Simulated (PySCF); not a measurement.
C3H7NOSi.

```xyz
13

C      1.9839    -0.8538    -0.0375
C      0.7314    -0.3018     0.6261
O      0.6669     1.1410     0.3852
C     -0.4632     1.5218    -0.2585
N     -1.4077     0.7423    -0.6009
Si    -0.9662    -0.8862    -0.0870
H      2.0980    -1.9240     0.1985
H      1.9322    -0.7531    -1.1333
H      2.8844    -0.3251     0.3131
H      0.7957    -0.4215     1.7198
H     -0.4514     2.6070    -0.4434
H     -1.8993    -1.4531     0.9249
H     -0.8263    -1.8447    -1.2185
```
Charge 0, spin multiplicity 1.

The structure is a stationary point at B3LYP-D3(BJ)/def2-SVP. The structure was generated by enumeration; whether it is a known compound was not checked. One conformer was computed; it need not be the lowest.

Method: PBE0/pcSseg-1 in PySCF. Non-relativistic, no solvent.

Computed absolute GIAO shielding of each atom: isotropic value and principal components (ppm):
```
atom  σ(iso)     σ11    σ22    σ33   span
----  ------  ------  -----  -----  -----
C1     163.9   149.7  161.1  181.0   31.3
C2     121.9    85.7  103.7  176.4   90.7
O3      82.4   -62.0  121.9  187.2  249.2
C4      15.2   -86.4   63.6   68.4  154.8
N5      26.0  -124.7  -29.4  232.2  356.9
Si6    351.4   301.8  344.6  407.9  106.1
H7      30.2    26.0   27.7   36.8   10.7
H8      30.1    26.0   28.7   35.4    9.4
H9      29.3    25.0   27.2   35.9   10.9
H10     27.6    23.8   26.4   32.5    8.7
H11     24.2    20.1   24.3   28.1    7.9
H12     26.3    23.4   23.9   31.5    8.1
H13     26.5    23.7   24.8   31.0    7.3
```
